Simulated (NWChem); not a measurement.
Species: dimethyl selenide (C$_{2}$H$_{6}$Se); SMILES C[Se]C

This build's default masses of Se (78.918 u) and Br (79.917 u) are each other's, which moves their modes by up to 0.6 %.

**Question.** Give the equilibrium geometry at PBE0/def2-SVP (NWChem) as a list of bonds and angles, with the point group.

**Answer.** point group C2v; any orientation.
Bonded distances (Å): C1–Se2 1.941, C1–H4 1.099, C1–H5 1.099, C1–H6 1.099, Se2–C3 1.941, C3–H7 1.099, C3–H8 1.099, C3–H9 1.099. Bond angles (°): Se2–C1–H4 110.9, Se2–C1–H5 107.1, Se2–C1–H6 110.9, H4–C1–H5 108.9, H4–C1–H6 110.1, H5–C1–H6 108.9, C1–Se2–C3 97.3, Se2–C3–H7 110.9, Se2–C3–H8 107.1, Se2–C3–H9 110.9, H7–C3–H8 108.9, H7–C3–H9 110.1, H8–C3–H9 108.9.
